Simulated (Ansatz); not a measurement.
Predict a relaxed structure of SiHMe2Br (C₂H₇BrSi), charge 0, singlet, at r2SCAN-D4/def2-SVP (Ansatz).


```xyz
11

Si    0.143   -0.123   -0.652
H    -0.481    0.254   -1.953
C    -1.028   -1.164    0.366
H    -1.330   -2.072   -0.178
H    -1.939   -0.590    0.607
H    -0.556   -1.474    1.312
C     0.723    1.397    0.268
H     1.433    1.982   -0.337
H     1.223    1.119    1.209
H    -0.135    2.046    0.512
Br    1.947   -1.375   -1.155
```
Point group Cs (tolerance 0.1 Å). This is one stationary point.
